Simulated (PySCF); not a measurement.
## Optical rotation: `[H]/N=C1/C[C@H]([SeH])[C@H]1C`, C$_{5}$H$_{9}$NSe

Geometry:
```csv
atom,x (Å),y (Å),z (Å)
C1,-1.248,1.403,0.287
C2,-0.099,0.419,0.414
C3,-0.433,-1.065,0.352
N4,-1.267,-1.835,0.870
C5,0.600,-1.329,-0.704
C6,0.780,0.192,-0.832
Se7,2.617,0.908,-0.806
H8,-1.867,1.382,1.182
H9,-0.864,2.413,0.156
H10,-1.870,1.153,-0.570
H11,0.494,0.649,1.305
H12,-1.897,-1.410,1.548
H13,1.472,-1.851,-0.310
H14,0.251,-1.860,-1.587
H15,0.337,0.605,-1.741
H16,2.986,0.237,0.425
```

Theory: TDDFT BHandHLYP/aug-cc-pVDZ circular dichroism and optical rotation, one conformer, gas phase (PySCF). Geometry: GFN2-xTB.

The molecule is flexible and this is one conformer; a measurement averages over conformers. The calculation is non-relativistic, which matters for the atoms heavier than Zn.

Stereocentres: C2 S, C6 S.

Q: Give the optical rotatory dispersion at 633, 589.3, 546, 436, 405, 365, 355 nm.

A: [α] in deg dm⁻¹ (g/mL)⁻¹:
```tsv
λ (nm)	origin-invariant length gauge	modified velocity gauge	length gauge (centre of mass)	isotropic polarisability (au)
633	+83.0	+84.2	+82.8	95.7
589.3	+97.2	+98.7	+97.0	96.1
546	+115.4	+117.2	+115.1	96.7
436	+195.5	+199.5	+194.9	98.9
405	+234.7	+240.2	+234.1	99.9
365	+307.9	+317.0	+307.1	101.8
355	+332.4	+343.0	+331.5	102.3
```

Q: And for the mirror image at 589.3 nm?

A: -97.2 deg dm⁻¹ (g/mL)⁻¹ (origin-invariant length gauge): the same size and the opposite sign.

Q: What is the molar rotation [Φ] = [α]·M/100 of the geometry above at 589.3 nm?

A: With M = 162.10 g/mol, +157.6 deg cm² dmol⁻¹ (origin-invariant length gauge).

The first excitation lies at 4.85 eV (255 nm) with R = +6.2 × 10⁻⁴⁰ esu² cm² (velocity form).
